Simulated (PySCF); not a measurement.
C₅H₁₁Si₂ (doublet state).
Cartesian coordinates in Å at the GFN2-xTB level; atoms count from 1:
```
atom  x, y, z in Å
C1    -1.2280    2.8520    0.3785
C2    -0.9996    1.7721   -0.0885
C3    -0.7436    0.4600   -0.6137
Si4   -2.3773   -0.5773   -0.6917
C5     0.0637   -0.4051    0.2561
C6     1.0825   -1.3061   -0.2874
Si7    2.7390   -0.3230   -0.3859
H8    -1.4141    3.8062    0.7720
H9    -0.3164    0.5349   -1.6166
H10   -3.3866    0.0789   -1.5320
H11   -2.8831   -0.7085    0.6712
H12   -2.0119   -1.8633   -1.2866
H13    0.0198   -0.2427    1.3201
H14    0.8097   -1.6479   -1.2868
H15    1.2232   -2.1828    0.3458
H16    3.7843   -1.1501   -0.9954
H17    2.5054    0.8619   -1.2104
H18    3.1243    0.0472    0.9747
```

The hyperfine couplings belong to this conformer and change with its torsions.

The species is `C#C[C@H]([SiH3])[CH]C[SiH3]` [radical].

The calculation used PySCF, UKS B3LYP, pcH-1 on C H Si, non-relativistic, mean-field spin-orbit, GIAO. Isolated species at its GFN2-xTB geometry (one conformer only). The geometry wasn't refined by DFT: couplings that depend on bond lengths, twists or pyramidal angles can differ widely from those at the functional's own minimum. Stability of the SCF solution: not tested.

Where do the isotropic ENDOR lines of H13, H15, H14, H9, H10/H11/H12, H16/H17/H18 and H8 fall at 337.4 mT, to first order?

For S = 1/2 in fast tumbling each set of equivalent nuclei gives two lines, ν± = |νn ± a/2| to first order, with νn = g_N μN B/h and μN/h = 7.62259 MHz/T.

```csv
nuclei,isotope,g_N,νn (MHz),a_iso (MHz),lower line (MHz),upper line (MHz)
H13,1H,5.5857,14.37,-56.56,13.91,42.64
H15,1H,5.5857,14.37,45.24,8.26,36.99
H14,1H,5.5857,14.37,37.08,4.18,32.91
H9,1H,5.5857,14.37,27.80,0.47,28.26
H10/H11/H12,1H,5.5857,14.37,16.86,5.93,22.80
H16/H17/H18,1H,5.5857,14.37,8.76,9.98,18.75
H8,1H,5.5857,14.37,-0.62,14.05,14.68
```

Which pairs are centred on the nuclear Larmor frequency, and which on half the coupling?

Centred on νn, since |a| < 2νn: H9, H10/H11/H12, H16/H17/H18 and H8. Centred on |a|/2 and split by 2νn: H13, H15 and H14.

At what field would the lower line of H16/H17/H18 fall to zero frequency?

Where νn = |a|/2, that is B = 4.38 MHz/(5.5857 × 7.62259 MHz/T) = 103 mT, as far as first order holds there.

Nuclei that the bonding pattern makes equivalent are averaged, as if the motion that swaps them (rotation, inversion, ring flip) were fast. The three 1H nuclei of mean +16.9 MHz run from -2.4 to 53.2 MHz in the frozen geometry. The three 1H nuclei of mean +8.8 MHz run from -4.0 to 34.1 MHz in the frozen geometry.

Largest spin populations (Mulliken): C5 (+0.92), Si7 (+0.07) and C6 (-0.06). No atom but C5 exceeds +0.15. The angles at C5 add up to 359.1°, so it is planar; its axial dipolar tensor and the negative coupling of its proton fit spin in a p orbital normal to that plane.
